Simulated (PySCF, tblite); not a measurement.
Compound: C₃H₁₃NO₂Si₃.
SMILES with atom numbers: `[CH3:1][NH:2][SiH2:3][C:4](=[O:5])[Si@H:6]([OH:7])[CH2:8][SiH3:9]` (hydrogens: H10, H11, H12 on C1; H13 on N2; H14, H15 on Si3; H16 on Si6; H17 on O7; H18, H19 on C8; H20, H21, H22 on Si9)

Structure used (GFN2-xTB), in Å, numbered top down from 1:
```
atom  x, y, z in Å
C1    -3.5219    0.8289   -0.3771
N2    -2.2492    0.1383   -0.4369
Si3   -2.0304   -1.4190    0.2907
C4    -0.1240   -1.7270    0.2732
O5     0.2674   -2.8628    0.0688
Si6    1.1034   -0.2894    0.6901
O7     0.3579    1.1136    0.3399
C8     2.6814   -0.3777   -0.3459
Si9    3.6885    1.2325   -0.3370
H10   -4.2563    0.4245   -1.0796
H11   -3.3816    1.8885   -0.5947
H12   -3.9238    0.7267    0.6276
H13   -1.8184    0.2767   -1.3420
H14   -2.7260   -2.5505   -0.3293
H15   -2.4642   -1.2353    1.6794
H16    1.3596   -0.3813    2.1325
H17   -0.6041    1.1308    0.3103
H18    2.4373   -0.6355   -1.3770
H19    3.2974   -1.1940    0.0282
H20    2.9356    2.3216   -0.9577
H21    4.9233    1.0218   -1.1056
H22    4.0378    1.5879    1.0396
```

Theory: PBE0/pcSseg-1 in PySCF (dipole) on a GFN2-xTB geometry, gas phase.

Take the most abundant isotopes and a rigid rotor. The values belong to one conformer with, in the numbering `[CH3:1][NH:2][SiH2:3][C:4](=[O:5])[Si@H:6]([OH:7])[CH2:8][SiH3:9]`, C1–N2–Si3–C4 -168°, N2–Si3–C4–O5 -143°, Si3–C4–Si6–O7 -26°, C4–Si6–O7–H 22°, C4–Si6–C8–Si9 164°.

Problem. What are A, B and C (MHz)?

Solution. Ia = 310.75, Ib = 1038.75, Ic = 1272.38 u·Å²; 505379 MHz·u·Å²/I gives A = 1626, B = 486.5, C = 397.2 MHz.

Problem. Classify the top.

Solution. An asymmetric top. Ray's parameter κ = (2B − A − C)/(A − C) = -0.855; −1 is the prolate and +1 the oblate limit.

Problem. Is it planar, by Δ = Ic − Ia − Ib?

Solution. Not planar: Δ = Ic − Ia − Ib = -77.12 u·Å². For a rigid frame Δ = −2 Σ m c², so Σ m c² = 38.56 u·Å² lies off the ab plane: 15.63 from hydrogen and 22.93 from heavier atoms. The atom farthest from that plane is 2.02 Å away.

Problem. Give the other two planar moments, Paa and Pbb, and the rms extents of the mass along the axes.

Solution. Paa = Σ m a² = (Ib + Ic − Ia)/2 = 1000.19 and Pbb = Σ m b² = (Ia + Ic − Ib)/2 = 272.19 u·Å². With the mass M = 179.03 u, the rms extents √(P/M) along a, b and c are 2.36, 1.23, 0.46 Å.

Problem. Which types of transition are allowed, and where do some lines up to J = 5 fall?

Solution. The dipole components are |μa| = 2.52 D, |μb| = 1.97 D, |μc| = 0.77 D. The squared components, which scale the intensities, stand as 1.00 : 0.61 : 0.09 (a : b : c). Some lines, for components of 0.1 D or more:

```csv
type,branch,"J(Ka,Kc)",MHz,lower level (cm⁻¹)
c,Q,"3(1,3) ← 3(0,3)",938,0.176
c,R,"1(1,0) ← 0(0,0)",2113,0.000
b,R,"4(0,4) ← 3(1,3)",2547,0.207
a,R,"3(0,3) ← 2(0,2)",2631,0.088
a,R,"3(1,2) ← 2(1,1)",2782,0.132
a,R,"4(2,2) ← 3(2,1)",3580,0.336
a,R,"5(4,2) ← 4(4,1)",4430,0.927
c,R,"2(2,0) ← 1(1,0)",5281,0.070
c,Q,"4(3,2) ← 4(2,2)",5864,0.455
b,Q,"4(3,2) ← 4(2,3)",5939,0.453
c,R,"5(1,4) ← 4(0,4)",6310,0.292
c,R,"4(2,2) ← 3(1,2)",6894,0.225
b,R,"4(2,2) ← 3(1,3)",7430,0.207
c,R,"3(3,1) ← 2(2,1)",8576,0.246
b,R,"4(3,1) ← 3(2,2)",9471,0.335
c,R,"5(3,2) ← 4(2,2)",10303,0.455
c,R,"5(3,3) ← 4(2,3)",10373,0.453
```

Its GFN2-xTB frequencies are all real (lowest 18 cm⁻¹). Constants of a rigid frame at the computed geometry: no zero-point averaging, no centrifugal distortion. A rigid rotor knows nothing of inversion at nitrogen or internal rotation, which can split or shift real lines. Quadrupole hyperfine structure (14N) is left out.

The run took 1.9 min wall on one thread, Arm Neoverse V1 (aarch64), shared host with 32 logical CPUs at a one-minute load of 31, and the process peaked at 1.0 GiB of memory. This is the PBE0/pcSseg-1 job that gave the dipole, with the shieldings it also computed.
